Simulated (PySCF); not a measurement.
## Worked example: oscillator strength and radiative lifetime

C2H11NSi3, SMILES C[SiH2][Si@@H]1CN[SiH2]1.

Geometry optimised at r2SCAN-D4/def2-SVP. The structure was generated by enumeration; whether it is a known compound was not checked. Other conformers were not sampled.

TDA-PBE0/def2-SVPD in PySCF puts the first singlet state with f over 0.02 at 6.00 eV (vertical), with the transition dipole (-0.397, 0.082, 0.101) in atomic units.

Question: Find the oscillator strength, the wavelength and the radiative lifetime that this transition would have in vacuum if emission retraced absorption.

Answer: 
|μ|² = 0.1745 au, so |μ| = 1.06 D. ΔE = 6.00/27.211 = 0.2205 hartree. f = (2/3) ΔE |μ|² = 0.026 (the program prints 0.026).
λ = 1239.84/6.00 = 207 nm; ν = 48393 cm⁻¹.
Einstein's coefficient A = 0.6670 ν² f s⁻¹ (ν in cm⁻¹) = 4.0e7 s⁻¹, so τ = 1/A = 25 ns. This state is S3; the lower singlets have f = 0.001, 0.001. The figure is the radiative limit of this one transition; relaxation, internal conversion, crossing to triplets and a medium change what is measured.
